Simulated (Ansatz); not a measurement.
C2H4BFGe (`F[B]1C=[CH][GeH2]1`), charge 0, multiplicity 1.

(1) Give a relaxed structure at PBE0-D4/def2-TZVP (Ansatz 0.2.0). (An estimate is asked.)

Results:

(1) Ansatz gave: 
```xyz
9

F    -2.207   -1.227   -0.620
B    -1.109   -0.591   -0.280
C    -0.843    0.424    0.855
C     0.469    0.721    0.694
Ge    0.886   -0.421   -0.869
H    -1.484    0.846    1.627
H     1.030    1.414    1.317
H     1.934   -1.517   -0.597
H     1.323    0.353   -2.127
```
Point group Cs.
This is one stationary point; other conformers may exist.
